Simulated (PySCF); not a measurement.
Zr(NH2)4 (singlet state).
Bonds: Zr1–N2, Zr1–N5, Zr1–N8, Zr1–N11. Hydrogens: H3, H4 on N2; H6, H7 on N5; H9, H10 on N8; H12, H13 on N11.

Theory: PySCF 2.14.0, PBE0-D3(BJ)/def2-SVP geometry optimisation, gas phase, def2 core potentials past Kr.

(1) Give the optimised bond lengths and angles.

Answers

(1) 
```
                   bond  length (pm)
Zr1–N2 and 3 like bonds        204.8
 N2–H3 and 7 like bonds        101.8
```

Bonds in one row agree within 1 pm and their mean is given. A selection of angles:
```
     angle  degrees
 N2–Zr1–N5    109.5
 N5–Zr1–N8    107.9
N8–Zr1–N11    110.9
 Zr1–N2–H3    123.5
 Zr1–N2–H4    128.5
  H3–N2–H4    107.8
```

All 4 N–Zr bonds measure 2.047 to 2.049 Å. Zr1 (zirconium bonded to 4 N) is tetrahedral (angles from 107.9° to 110.9°). N2 (nitrogen bonded to Zr and 2 H) is planar (angles 128.5°, 123.5° and 107.8°, sum 359.8°, 0.03 Å off the plane of its three neighbours).

Point group: near S4, missed by 0.17 Å at most; the miss may be what the optimiser left on a soft mode. No frequency check.
